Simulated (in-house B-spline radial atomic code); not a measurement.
A radial electron density 4πr²n(r) was computed for an atom or ion in its tabulated ground configuration with a B-spline radial code for spherical atoms; method: non-relativistic M06-L, spin-polarised, spherical fractional occupations. Columns: r (bohr), 4πr²n(r) (electrons per bohr), bar.

```
 0.00286    0.488 #
 0.00341   0.6788 #
 0.00407    0.942 ##
 0.00484    1.292 ##
 0.00577     1.77 ###
 0.00688    2.408 ####
  0.0082    3.246 ######
 0.00977    4.331 ########
  0.0116    5.678 ##########
  0.0139    7.443 ##############
  0.0165     9.46 #################
  0.0197    11.88 ######################
  0.0235    14.53 ##########################
   0.028    17.26 ###############################
  0.0333     19.8 ####################################
  0.0397    21.91 ########################################
  0.0473    23.21 ##########################################
  0.0564     23.4 ###########################################
  0.0672    22.41 #########################################
  0.0801    20.49 #####################################
  0.0954    18.35 #################################
   0.114    16.83 ###############################
   0.135    16.79 ###############################
   0.161    18.45 ##################################
   0.192    21.25 #######################################
   0.229    23.72 ###########################################
   0.273    24.17 ############################################
   0.325    21.73 ########################################
   0.388    16.75 ##############################
   0.462    11.15 ####################
   0.551    6.862 ############
   0.656    4.931 #########
   0.782     4.78 #########
   0.932    4.951 #########
    1.11    4.304 ########
    1.32    2.911 #####
    1.58    1.441 ###
    1.88   0.4935 #
    2.24   0.1093 
    2.67  0.01814 
    3.18 0.001755 
    3.79 0.0001054
```

(1) Which atom or ion is it?
A. Ca6+
B. Ar6+
C. V7+
D. Ca7+

Answers

(1) A. The area under the curve, ∫4πr²n dr = ∫r·4πr²n d(ln r) on this logarithmic grid, is 14 electrons, which only this option has. The configuration is [Ne] 3s2 3p2.
